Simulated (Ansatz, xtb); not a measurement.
# Two structures of H2ISi2−

We compare I, a singlet given by its coordinates, with II, a triplet given by its coordinates. Both are isolated ions in the gas phase, relaxed with BLYP-D3(BJ)/def2-SVPD.

I (Å):

```xyz
5

I     0.4303    1.8789    1.3034
Si   -3.8852    2.1393    1.0582
Si   -1.9391    1.6724    0.1419
H    -4.2575    1.6738   -0.3963
H    -1.4709    1.1739   -1.2123
```

Close contacts (Å): I1–Si3 2.65, Si2–Si3 2.20, Si2–H4 1.57, Si3–H5 1.52.

II (Å):

```yaml
atoms:
  - { symbol: I, position_ang: [0.1040, 2.2273, 1.5469] }
  - { symbol: Si, position_ang: [-3.8144, 1.2198, 0.4191] }
  - { symbol: Si, position_ang: [-1.7437, 1.9016, -0.4769] }
  - { symbol: H, position_ang: [-4.5935, 2.5568, 0.4290] }
  - { symbol: H, position_ang: [-1.0748, 0.6328, -1.0233] }
```

Close contacts (Å): I1–Si3 2.76, Si2–Si3 2.36, Si2–H4 1.55, Si3–H5 1.53.

Problem. Estimate which is lower in electronic energy at CCSD(T)/def2-SVPD + ΔMP2/def2-TZVPPD, and by roughly how much.

Solution. The CCSD(T)/def2-SVPD + ΔMP2/def2-TZVPPD calculation puts structure I lower, by 84.8 kJ/mol.

Level by level:

```json
{"level": "BLYP-D3(BJ)/def2-SVPD", "geometry": "BLYP-D3(BJ)/def2-SVPD", "E(II) − E(I) (kJ/mol)": "+58.5", "departure from the last row (kJ/mol)": "−26.2", "job, with rough time for the two": "optimisation, 5.1 min"}
{"level": "HF/def2-SVPD", "geometry": "BLYP-D3(BJ)/def2-SVPD", "E(II) − E(I) (kJ/mol)": "−8.7", "departure from the last row (kJ/mol)": "−93.5", "job, with rough time for the two": "part of the CCSD(T) run"}
{"level": "MP2/def2-SVPD", "geometry": "BLYP-D3(BJ)/def2-SVPD", "E(II) − E(I) (kJ/mol)": "+77.8", "departure from the last row (kJ/mol)": "−7.0", "job, with rough time for the two": "part of the CCSD(T) run"}
{"level": "CCSD(T)/def2-SVPD", "geometry": "BLYP-D3(BJ)/def2-SVPD", "E(II) − E(I) (kJ/mol)": "+68.8", "departure from the last row (kJ/mol)": "−16.0", "job, with rough time for the two": "single point"}
{"level": "CCSD(T)/def2-SVPD + ΔMP2/def2-TZVPPD", "geometry": "BLYP-D3(BJ)/def2-SVPD", "E(II) − E(I) (kJ/mol)": "+84.8", "departure from the last row (kJ/mol)": "", "job, with rough time for the two": "single point, 3.2 min"}
```

HF/def2-SVPD puts the two in the other order. The largest departure from CCSD(T)/def2-SVPD + ΔMP2/def2-TZVPPD is that of HF/def2-SVPD, 93.5 kJ/mol. Levels run at GFN2-xTB geometries aren't shown. The last row adds to CCSD(T) the change of the MP2 difference between the two basis sets, here +16.0 kJ/mol, a large step that makes the value less sure.

With harmonic frequencies from BLYP-D3(BJ)/def2-SVPD (ideal gas, rigid rotor, one conformer each, 298.15 K, 1 atm): on the last row, ΔE + ΔZPE = +84.8, ΔH = +84.8, ΔG = +81.5 kJ/mol.

Open shells are spin-unrestricted. The correlated steps freeze 14 core orbitals; the filled d shell of I is correlated, in a basis made for valence electrons. Atoms past krypton carry core potentials in the def2 sets and no spin–orbit term is included. ΔG holds the spin degeneracy. Mirror images aren't counted in ΔG. Programs: Ansatz 0.2.0; the last row on 1 thread of Intel(R) Xeon(R) Processor @ 2.50GHz (Skylake/Cascade Lake) on a shared host.
